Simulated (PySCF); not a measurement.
C8H8O, SMILES c1c(C=C)cc(O)cc1, GFN2-xTB optimised geometry.

```
17

C     -2.56    -1.92     0.04
C     -1.24    -1.72     0.00
C     -0.55    -0.44     0.00
C     -1.21     0.78     0.00
C     -0.50     1.97     0.00
C      0.89     1.96     0.00
C      1.56     0.74     0.00
O      2.92     0.76     0.00
C      0.85    -0.44     0.00
H     -2.98    -2.91     0.04
H     -3.27    -1.11     0.08
H     -0.59    -2.59    -0.03
H     -2.29     0.82    -0.01
H     -1.02     2.91    -0.01
H      1.46     2.87     0.00
H      3.27    -0.14     0.00
H      1.38    -1.39     0.00
```

Density from PBE/def2-SVP (PySCF 2.14.0) at that geometry.

Minimum of the electron density along straight lines between bonded atoms, close to the bond critical point (lines longer than 1.1 times the sum of covalent radii, or with two minima, are not listed):

```
bond    length / Å  ρ at the minimum / e bohr⁻³  ∇²ρ there / e bohr⁻⁵  position (fraction from the first atom)
------  ----------  ---------------------------  --------------------  ---------------------------------------
C1–C2        1.327                        0.339                 -0.89                                     0.50
C2–C3        1.458                        0.272                 -0.64                                     0.50
C3–C4        1.395                        0.303                 -0.73                                     0.51
C4–C5        1.382                        0.310                 -0.76                                     0.50
C5–C6        1.382                        0.309                 -0.76                                     0.50
C6–C7        1.391                        0.308                 -0.77                                     0.48
C7–O8        1.362                        0.285                 -0.35                                     0.34
C3–C9        1.395                        0.302                 -0.73                                     0.50
C7–C9        1.386                        0.310                 -0.77                                     0.51
C1–H10       1.077                        0.281                 -1.05                                     0.63
C1–H11       1.076                        0.281                 -1.06                                     0.63
C2–H12       1.084                        0.279                 -1.03                                     0.63
C4–H13       1.078                        0.281                 -1.04                                     0.63
C5–H14       1.080                        0.281                 -1.05                                     0.63
C6–H15       1.078                        0.281                 -1.05                                     0.63
O8–H16       0.965                        0.356                 -2.21                                     0.81
C9–H17       1.084                        0.276                 -0.99                                     0.62
```
